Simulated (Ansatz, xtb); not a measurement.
C4H9ClGeO: which of two isomers lies lower

Structure I: `Cl[C@@]1([GeH3])CCOC1`, a singlet. Structure II: `Cl[C@@H]1COC[C@H]1[GeH3]`, a singlet. Both are isolated molecules in the gas phase, relaxed with PBE0-D3(BJ)/def2-SVP; the shapes shown needn't be the lowest conformers.

I (Å):

```xyz
16

C    -1.0125    1.2178    1.8787
C    -2.1841    1.5449    0.9598
C    -2.3311    3.0479    1.1695
C    -0.1490    2.4581    1.6833
Cl   -1.6136    1.1640    3.5963
Ge   -0.1113   -0.5047    1.5501
O    -1.0252    3.5273    1.4197
H     1.0904   -0.6303    2.4980
H    -1.1152   -1.6387    1.8000
H     0.3671   -0.5362    0.0837
H    -3.0883    0.9670    1.1935
H    -1.8902    1.3273   -0.0815
H    -2.9847    3.2586    2.0351
H    -2.7475    3.5623    0.2887
H     0.5326    2.3013    0.8218
H     0.4667    2.6755    2.5694
```

II (Å):

```yaml
atoms:
  - { symbol: C, position_ang: [0.5191, -0.0824, 1.0617] }
  - { symbol: C, position_ang: [0.7129, -0.8176, -0.2590] }
  - { symbol: C, position_ang: [-1.0698, 0.6468, -0.4996] }
  - { symbol: C, position_ang: [-0.1555, 1.1999, 0.5923] }
  - { symbol: Cl, position_ang: [2.0382, 0.1835, 1.9493] }
  - { symbol: Ge, position_ang: [-1.0491, 2.2418, 1.9969] }
  - { symbol: O, position_ang: [-0.4418, -0.5231, -1.0024] }
  - { symbol: H, position_ang: [-0.1373, -0.6596, 1.7313] }
  - { symbol: H, position_ang: [0.8031, -1.9078, -0.1367] }
  - { symbol: H, position_ang: [1.6310, -0.4445, -0.7534] }
  - { symbol: H, position_ang: [-1.2244, 1.3733, -1.3143] }
  - { symbol: H, position_ang: [-2.0668, 0.3718, -0.1055] }
  - { symbol: H, position_ang: [0.6236, 1.8354, 0.1382] }
  - { symbol: H, position_ang: [-1.9595, 3.2990, 1.3447] }
  - { symbol: H, position_ang: [-0.0155, 2.9387, 2.8931] }
  - { symbol: H, position_ang: [-1.9107, 1.2782, 2.8361] }
```

Quicker runs give these differences E(II) − E(I): GFN2-xTB +0.095 eV; HF/STO-3G −0.045 eV (at GFN2-xTB geometries); r2SCAN-D4/def2-SVP +0.022 eV (at GFN2-xTB geometries).

Estimate which is lower in electronic energy at CCSD(T)/def2-SVP + ΔMP2/def2-TZVPP, and by roughly how much.

CCSD(T)/def2-SVP + ΔMP2/def2-TZVPP gives E(II) − E(I) = +0.007 eV, slightly favouring structure I, which is too small a margin to settle the true order.

Level by level:

| level | geometry | E(II) − E(I) (eV) | departure from the last row (eV) | job, with rough time for the two |
| --- | --- | --- | --- | --- |
| GFN2-xTB | GFN2-xTB | +0.095 | +0.088 | optimisation, 0.34 s |
| HF/STO-3G | GFN2-xTB | −0.045 | −0.052 | single point, 1.2 s |
| r2SCAN-D4/def2-SVP | GFN2-xTB | +0.022 | +0.015 | single point, 13 s |
| PBE0-D3(BJ)/def2-SVP | PBE0-D3(BJ)/def2-SVP | +0.017 | +0.010 | optimisation, 2.9 min |
| HF/def2-SVP | PBE0-D3(BJ)/def2-SVP | −0.024 | −0.031 | part of the CCSD(T) run |
| MP2/def2-SVP | PBE0-D3(BJ)/def2-SVP | +0.032 | +0.025 | part of the CCSD(T) run |
| CCSD(T)/def2-SVP | PBE0-D3(BJ)/def2-SVP | +0.031 | +0.024 | single point |
| CCSD(T)/def2-SVP + ΔMP2/def2-TZVPP | PBE0-D3(BJ)/def2-SVP | +0.007 |  | single point, 5.9 min |

As drawn, both hold the same kinds of bond in the same numbers.

The largest departure from CCSD(T)/def2-SVP + ΔMP2/def2-TZVPP is that of GFN2-xTB, 0.088 eV. The last row adds to CCSD(T) the change of the MP2 difference between the two basis sets, here −0.024 eV.

With thermal terms from frequencies at re-optimised GFN2-xTB minima (ideal gas, soft modes damped towards free rotors, one conformer each, 298.15 K, 1 atm): the zero-point term adds +0.008 eV; ΔH is +0.014 and ΔG −0.001 eV.

The correlated steps freeze 19 core orbitals; the filled d shell of Ge is correlated, in a basis made for valence electrons. Run with Ansatz 0.2.0, xtb 6.7.1; the last row on 2 threads of Arm Neoverse V1 on a shared host.
